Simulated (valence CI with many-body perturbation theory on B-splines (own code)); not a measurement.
# Questions on Eu XXXI

Method: valence CI with perturbative core correlation (CI+MBPT): five valence electrons over a frozen Dirac-Fock core [Ar] 3d10, radial functions for each j: 9 s, 9 p, 8 d, 6 f, 3 g, 1 h, with the one-electron correlation potential Σ1, the two-electron term Σ2, the three-electron term Σ3, Breit, model QED; selected CI, second order for the rest (own B-spline code, finite nucleus).

The last digits are not significant, and no measured levels were compared; by estimate large intervals hold to a few tenths of a per cent, small ones and those within an open d or f shell to about a per cent. Among the levels kept, up to 250 cm⁻¹ of a level comes from second order outside the variational space, and about a tenth of that is noise between levels of different J, which matters for small intervals.

Levels are named by their leading jj configuration (3d3/2^4 stands for four electrons in 3d with j = 3/2), which in mixed levels can hold well under half, so a name can repeat and another be missing.

Rates and lifetimes use the calculated energies. Strong lines usually hold to 10 to 20 %, long lifetimes can be off by a factor of two.

Q: What is the ground level?

A: (4s^2 4p1/2^2 4p3/2) J=3/2, composition 43 % 4s²4p³ ²P° + 31 % 4s²4p³ ⁴S° + 25 % 4s²4p³ ²D°, g = 1.406.

Q: Among levels below 1884500 cm⁻¹, which E1 lines absorb most strongly from the ground level?

A: to (4s^2 4p1/2 4p3/2 4d5/2) J=5/2 at 7.556 nm, f = 0.514; to (4s^2 4p1/2 4p3/2 4d3/2) J=3/2 at 7.508 nm, f = 0.405; to (4s^2 4p1/2 4p3/2 4d5/2) J=5/2 at 7.324 nm, f = 0.321.

Q: How well does LS coupling describe the low levels?

A: Among the lowest 20 levels the leading LS term, summed over configurations, holds 54 % on average. For single configurations the figures are 49 % in LS and 80 % in jj coupling. Terms mix most in the J = 5/2 level at 1043000 cm⁻¹, where the leading one holds 27 %.

Q: What is the ionisation energy?

A: 1168.4 eV; NIST lists 1167 ± 4 eV (theoretical).

Q: Name the longest-lived excited levels whose lifetime is computed, and their main decay.

A: (4s^2 4p1/2 4p3/2^2) J=5/2 at 316180 cm⁻¹ lives 10.9 μs, mostly by M1 to (4s^2 4p1/2^2 4p3/2) J=3/2; (4s^2 4p1/2 4p3/2^2) J=1/2 at 359300 cm⁻¹ lives 2.68 μs, mostly by M1 to (4s^2 4p1/2^2 4p3/2) J=3/2; (4s^2 4p1/2 4p3/2^2) J=3/2 at 282020 cm⁻¹ lives 2.17 μs, mostly by M1 to (4s^2 4p1/2^2 4p3/2) J=3/2. The lifetime of (4s^2 4p1/2 4p3/2 4d5/2) J=9/2 is too uncertain to give, and may be longer.
